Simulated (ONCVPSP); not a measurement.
# Before and after: ONCV potential for Os

* Element: Os (Z = 76)
* Generator: ONCVPSP 4.0.1
* Type: optimised norm-conserving Vanderbilt (ONCV)
* Functional: PBEsol
* Relativity: scalar-relativistic
* Frozen core: [Kr] 4d10 4f14
* Valence charge: 16
* Reference configuration: 5s2 5p6 5d6 6s2
* Partial waves: 5s+6s: rc 1.85 bohr, ncon 3, nbas 7, qcut 6.9 1/bohr, 2 projectors; 5p: rc 1.40 bohr, ncon 3, nbas 6, qcut 11.5 1/bohr, 1 projector; 5d: rc 2.20 bohr, ncon 5, nbas 10, qcut 7.7 1/bohr, 1 projector
* Local potential: polynomial inside 1.05 bohr (lpopt 2, dvloc0 6 Ha)
* Core correction: none

All-electron outer shells of the reference configuration (PBEsol, scalar-relativistic, ld1.x):

```json
{"shell": "5s", "level (eV)": "-91.60", "outermost node (bohr)": "0.51", "outermost maximum (bohr)": "0.91"}
{"shell": "4f", "level (eV)": "-52.02", "outermost node (bohr)": "–", "outermost maximum (bohr)": "0.40"}
{"shell": "5p", "level (eV)": "-50.86", "outermost node (bohr)": "0.55", "outermost maximum (bohr)": "1.03"}
{"shell": "5d", "level (eV)": "-6.29", "outermost node (bohr)": "0.60", "outermost maximum (bohr)": "1.36"}
{"shell": "6s", "level (eV)": "-6.19", "outermost node (bohr)": "1.20", "outermost maximum (bohr)": "2.48"}
```

Change: local potential polynomial inside 1.05 bohr (lpopt 2, dvloc0 8.5 Ha).

Cutoffs: the cutoffs (Ha) at which the residual kinetic energy of the hardest occupied pseudo-wave falls to 1 and 0.1 mHa per electron; they do not see the model core or the augmentation charge, which bear on the density cutoff. Errors are all-electron minus pseudo energies relative to the spin-unpolarised reference configuration.

**Question.** How do hardness, ghosts and transferability respond?

**Answer.** The potential gets neither clearly harder nor softer (40 Ha and 47 Ha → 40 Ha and 47 Ha); a bound ghost appears in s, which as a rule spoils a file; the errors of the 4 common tests hardly move. In the separable form a ghost depends on how the local part lies against the semilocal potential of the channel, so the choice of the local part can create or remove one.

| quantity | base | changed |
| --- | --- | --- |
| cutoff, loose | 40 Ha | 40 Ha |
| cutoff, tight | 47 Ha | 47 Ha |
| bound ghosts | none | s |
| GHOST(+) flags under 300 eV | none | none |
| error for 5s2 5p6 5d6 6s1, meV [ΔE 9.62 eV] | -4.4 | -4.5 |
| error for 5s2 5p6 5d6 6s0, meV [ΔE 26.56 eV] | -14 | -15 |
| error for 5s2 5p6 5d5 6s0, meV [ΔE 55.44 eV] | -17 | -19 |
| error for 5s2 5p6 5d7 6s0, meV [ΔE 9.08 eV] | -15 | -16 |
| s: phases at 1.88 bohr within 0.05 rad from the reference energy up to (Ha; the scan ends near 5) | to the end of the scan | to the end of the scan |
| p: phases at 1.42 bohr within 0.05 rad from the reference energy up to (Ha; the scan ends near 5) | 3.1 | 3.4 |
| d: phases at 2.23 bohr within 0.05 rad from the reference energy up to (Ha; the scan ends near 5) | 1.7 | 1.8 |

 A true bound ghost makes a file unfit for plane-wave use even where its test errors are small: the radial tests pick states by their node count and pass the ghost by.
